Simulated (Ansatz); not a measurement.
ISn (SMILES [Sn][I]), doublet, geometry from GFN2-xTB (such geometries of metal compounds can be far from the true shape) (the spin is typed, not shown lowest) (core potentials on I, Sn).

Here is a job for Ansatz (a first-principles code).
Ansatz 0.2 input:
```yaml
crystal:
  periodic: [false, false, false]
  atoms:
    - {symbol: Sn, position_ang: [-0.00000000, -0.00000000, -1.39442545]}
    - {symbol: I, position_ang: [0.00000000, 0.00000000, 1.31549570]}
basis:
  gaussian:
    orbitals: def2-QZVPP.json
hamiltonian:
  xc: cam_b3lyp
magnetization: {spin_polarized: true, initial_magnetization: 1}
```
The basis file holds def2-QZVPP in the JSON format of the Basis Set Exchange.

Task: What does this run give for the <S^2>, number of basis functions?

Result: 
The <S^2> comes out as 0.754. The number of basis functions comes out as 164.
